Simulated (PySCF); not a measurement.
Write a Z-matrix for `NBN([SiH3])[SiH3]` as optimised with PBE0-D3(BJ)/def2-SVP.

Z-matrix in Å and degrees, rows numbered from 1:
```
N 
B   1  1.4050
N   2  1.4455  1  123.25
Si  3  1.7577  2  120.02  1   178.64
Si  3  1.7549  2  120.53  1    -0.20
H   1  1.0120  2  126.03  3    -0.55
H   1  1.0097  2  120.92  3   179.70
H   2  1.2125  1  117.37  3  -179.93
H   4  1.4970  3  111.20  2  -114.05
H   4  1.4962  3  110.37  2   127.12
H   4  1.4897  3  109.27  2     6.65
H   5  1.4929  3  108.29  2   178.91
H   5  1.4965  3  111.30  2    58.90
H   5  1.4962  3  111.27  2   -60.87
```

The 2 B–N bonds span 1.405 Å (N1–B2, drawn single) to 1.445 Å (B2–N3, drawn single), a spread of 0.040 Å. N3 (nitrogen bridging silicon atoms) is planar (angles 120.5°, 120.0° and 119.4°, sum 360.0°, 0.01 Å off the plane of its three neighbours). N1 (boron-bound nitrogen) is planar (angles 126.0°, 120.9° and 113.1°, sum 360.0°, 0.00 Å off the plane of its three neighbours). B2 (three-coordinate boron) is planar (angles 123.3°, 119.4° and 117.4°, sum 360.0°, 0.00 Å off the plane of its three neighbours).

Theory: PBE0-D3(BJ)/def2-SVP geometry optimisation, gas phase in PySCF 2.14.0.

Point group: near Cs, missed by 0.26 Å at most; the miss may be what the optimiser left on a soft mode. No PBE0-D3(BJ)/def2-SVP frequencies stand behind this structure, so it isn't proved a minimum.
